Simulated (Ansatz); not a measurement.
One change: `[CH3][AlH][GeH3]` becomes `[CH3][Al]([F])[GeH3]`.

Ansatz, PBE0-D4/def2-TZVP geometries, multiplicity 1. 

Scalar relativity is left out up to krypton.

```csv
property,`[CH3][AlH][GeH3]`
size of the dipole moment (B3LYP/def2-TZVPP) / D,1.30
size of the dipole moment (ωB97M-V/def2-TZVPP) / D,1.33
size of the dipole moment (PBE/def2-TZVPP) / D,1.28
HOMO–LUMO gap (PBE0/def2-TZVPP) / eV,5.67
HOMO–LUMO gap (PBE/def2-TZVPP) / eV,3.85
HOMO energy (PBE/def2-TZVPP) / eV,-6.28
```

What does the change do to each property? (Best estimate.)

Ansatz gave: 
```csv
property,`[CH3][Al]([F])[GeH3]`,shift
size of the dipole moment (B3LYP/def2-TZVPP) / D,1.76,0.46
size of the dipole moment (ωB97M-V/def2-TZVPP) / D,1.75,0.42
size of the dipole moment (PBE/def2-TZVPP) / D,1.73,0.45
HOMO–LUMO gap (PBE0/def2-TZVPP) / eV,6.22,0.55
HOMO–LUMO gap (PBE/def2-TZVPP) / eV,4.37,0.52
HOMO energy (PBE/def2-TZVPP) / eV,-6.45,-0.17
```

With PBE0 the HOMO falls by 0.23 eV and the LUMO rises by 0.33 eV, so the gap widens by about 0.56 eV. PBE moves the HOMO by -0.17 eV and ωB97M-V by -0.23 eV. Dipoles are sizes alone; their direction can turn.

B3LYP here is the variant with VWN-RPA as its local correlation; programs differ in this.
